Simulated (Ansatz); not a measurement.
Cost and result for the atomization energy of `C[CH]1[CH2][AlH]1` (11 atoms, 11 bonds).

```xyz
11

C     0.025    1.459   -0.101
C    -0.261    0.082    0.447
C    -0.428   -1.091   -0.601
Al    0.908   -1.409    0.721
H     0.261    2.168    0.698
H     0.878    1.455   -0.788
H    -0.832    1.857   -0.659
H    -1.108    0.096    1.138
H    -0.080   -0.817   -1.600
H    -1.413   -1.549   -0.663
H     2.050   -2.250    1.409
```

Charge 0, multiplicity 1. The geometry is a stationary point of PBE0-D4/def2-TZVP. Program: Ansatz. All runs use 2 threads of an Arm Neoverse V1 on a shared host. Times are those of one run each, without the atoms' runs, and a repeat can differ threefold. Electronic energies, without spin–orbit coupling; frozen cores. CCSD(T)/CBS adds CCSD(T) − MP2 in def2-TZVPP to the MP2 limit, and its time is that of the two runs behind it. T1 = 0.010. B3LYP takes the VWN-RPA correlation (the form of Gaussian; ORCA's B3LYP/G). HSE06 is the plane-wave form, built on full-range PBE exchange.

CCSD(T)/CBS is a level of theory with its own doubt, some kJ/mol a heavy atom from the limit and from the frozen cores, so smaller differences don't rank the functionals.

```csv
level,functions,wall time,atomization (kcal/mol),difference from CCSD(T)/CBS,per bond
BLYP-D4/def2-TZVPP,233,3 s,934.3,-6.1,-0.6
revPBE-D4/def2-TZVPP,233,3.1 s,936.8,-3.6,-0.3
CCSD(T)/def2-SVP,95,3.9 s,900.8,-39.6,-3.6
HSE06-D4/def2-TZVPP,233,4.5 s,946.7,6.3,0.6
CAM-B3LYP-D4/def2-TZVPP,233,4.9 s,943.6,3.2,0.3
B3LYP-D4/def2-TZVPP (with forces),233,6.5 s,940.1,-0.3,0.0
r2SCAN-D4/def2-TZVPP (with forces),233,7 s,945.3,4.9,0.4
B2PLYP/def2-TZVPP,233,8 s,930.9,-9.5,-0.9
PBE-QIDH/def2-TZVPP,233,8 s,939.7,-0.7,-0.1
ωB97X-V/def2-TZVPP,233,12 s,942.9,2.5,0.2
MP2/def2-QZVPP,451,33 s,941.6,1.2,0.1
CCSD(T)/def2-TZVPP,233,7.1 min,919.1,-21.3,-1.9
CCSD(T)/CBS(def2),–,7.6 min,940.4,0.0,0.0
```

The D4 term adds +7.2 kcal/mol with B3LYP and +3.8 kcal/mol with PBE0; it sums over pairs of atoms, weighted by their polarisabilities, and B3LYP, whose exchange is more repulsive, gets the larger term. At CCSD(T), def2-SVP lies −39.6 kcal/mol from the extrapolated value and def2-TZVPP −21.3 kcal/mol: correlation converges slowly with the basis, and small sets miss more of it in the bonded molecule than in its fragments. From BLYP to BHLYP (50 % exact exchange), in def2-TZVPP and without D4, the atomization energy moves by −10.7 kcal/mol: exact exchange takes away binding that semilocal exchange gives to molecules.
